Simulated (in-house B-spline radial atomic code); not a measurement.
The sulfur ion S²⁺: [He] 2s2 2p5 3s2 3p2 3d1 (an excited or competing configuration)

Computed with a B-spline radial code for spherical atoms: non-relativistic Hartree-Fock with fractional occupations, spin-polarised, spherical fractional occupations, point nucleus.

Z_r = [3n² - l(l+1)]/(2<r>); Z_e = n√(-2ε); the last column is Slater's effective charge. Values are occupation-weighted means over spin.

| shell | electrons | ε (eV) | <r> (bohr) | Z_r | Z_e | Slater |
| --- | --- | --- | --- | --- | --- | --- |
| 1s | 2 | -2573.2 | 0.09703 | 15.46 | 13.75 | 15.70 |
| 2s | 2 | -295.23 | 0.4649 | 12.91 | 9.32 | 12.20 |
| 2p | 5 | -230.82 | 0.4269 | 11.71 | 8.24 | 12.20 |
| 3s | 2 | -51.621 | 1.49 | 9.06 | 5.84 | 7.00 |
| 3p | 2 | -36.95 | 1.634 | 7.65 | 4.94 | 7.00 |
| 3d | 1 | -12.777 | 2.308 | 4.55 | 2.91 | 3.00 |

The least bound orbital is 3d up at -12.78 eV, and it is also the most diffuse (<r> = 2.308 bohr). The part-filled 2p shell lies below the filled 3s shell in orbital energy.

Caution: exact exchange at fractional occupations of open shells leaves self-interaction of up to several eV.
